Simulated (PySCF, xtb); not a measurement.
CHNO, SMILES N=C=O (connectivity only; charge and spin as stated), charge -1, multiplicity 2.

Harmonic wavenumbers (cm⁻¹) from GFN2-xTB run with xtb at its own minimum, in rising order: 521, 645, 1197, 1374, 1734, 3051.

Problem. What does B3LYP-D3(BJ)/def2-TZVPD run with PySCF 2.14.0 give at its own minimum? (The exact figures need the calculation; the answer reports its results.)

Solution. 610, 666, 1144, 1193, 1728, 3497. Paired by order, the mean absolute difference is 133 cm⁻¹ and the zero-point energies are 12.2 and 12.6 kcal/mol.
